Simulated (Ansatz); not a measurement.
BN (SMILES [B]=[N]), triplet, geometry from GFN2-xTB.

The Ansatz (a first-principles code) input:
Ansatz 0.2 input:
```yaml
crystal:
  periodic: [false, false, false]
  atoms:
    - {symbol: B, position_ang: [-0.00000000, -0.00000000, -0.73991806]}
    - {symbol: N, position_ang: [0.00000000, 0.00000000, 0.52851290]}
basis:
  gaussian:
    orbitals: def2-SV_P_.json
hamiltonian:
  xc: {name: PBE0-DH}
magnetization: {spin_polarized: true, initial_magnetization: 2}
```
The basis file holds def2-SV(P) in the JSON format of the Basis Set Exchange.

Problem. Predict the MP2 correlation energy from PBE0-DH/def2-SV(P) (Ansatz).

Solution. -0.2280 Eh

Problem. What SCF-reference <S^2> does PBE0-DH/def2-SV(P) give?

Solution. 2.007

Problem. Predict the total energy from PBE0-DH/def2-SV(P).

Solution. -79.2362 Eh

Problem. What is the computed number of basis functions (PBE0-DH/def2-SV(P))?

Solution. 28
